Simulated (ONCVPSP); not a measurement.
# u(r) = r·R(r): atom against pseudo-atom (Ne)

Columns: radius, all-electron u(r) and pseudo u(r) of the 2s shell (level -36.20 eV) of neon in the configuration [He] 2s2 2p6; PBEsol, scalar-relativistic, ONCV scheme, ONCVPSP 4.0.1.

| r (bohr) | all-electron | pseudo |
| --- | --- | --- |
| 0.055 | -0.4421 | 0.0810 |
| 0.110 | -0.4436 | 0.1696 |
| 0.165 | -0.2502 | 0.2680 |
| 0.220 | 0.0094 | 0.3733 |
| 0.275 | 0.2701 | 0.4824 |
| 0.330 | 0.5020 | 0.5952 |
| 0.385 | 0.6931 | 0.7121 |
| 0.440 | 0.8413 | 0.8288 |
| 0.495 | 0.9490 | 0.9335 |
| 0.550 | 1.0208 | 1.0130 |
| 0.605 | 1.0630 | 1.0612 |
| 0.660 | 1.0809 | 1.0807 |
| 0.715 | 1.0795 | 1.0794 |
| 0.770 | 1.0632 | 1.0631 |
| 0.825 | 1.0357 | 1.0357 |
| 0.880 | 1.0002 | 1.0001 |
| 0.935 | 0.9590 | 0.9590 |
| 0.990 | 0.9141 | 0.9141 |
| 1.045 | 0.8671 | 0.8671 |
| 1.100 | 0.8192 | 0.8191 |
| 1.155 | 0.7712 | 0.7711 |
| 1.210 | 0.7238 | 0.7238 |
| 1.265 | 0.6777 | 0.6776 |
| 1.320 | 0.6331 | 0.6330 |
| 1.375 | 0.5902 | 0.5902 |
| 1.430 | 0.5494 | 0.5493 |

(1) How many radial nodes do the two functions have?

(2) At about which radius was the pseudo-wave matched?

(3) Is the pseudo-wave norm-conserving?

Results:

(1) The all-electron 2s function has n − l − 1 = 1; the pseudo-wave has 0, since the states of the same l below it are removed with the core.

(2) 0.70 bohr, where the columns begin to agree (steps of 0.06 bohr).

(3) Yes: the ONCV scheme keeps the norm inside the radius equal to the all-electron one, which fixes the energy derivative of the logarithmic derivative at the level.
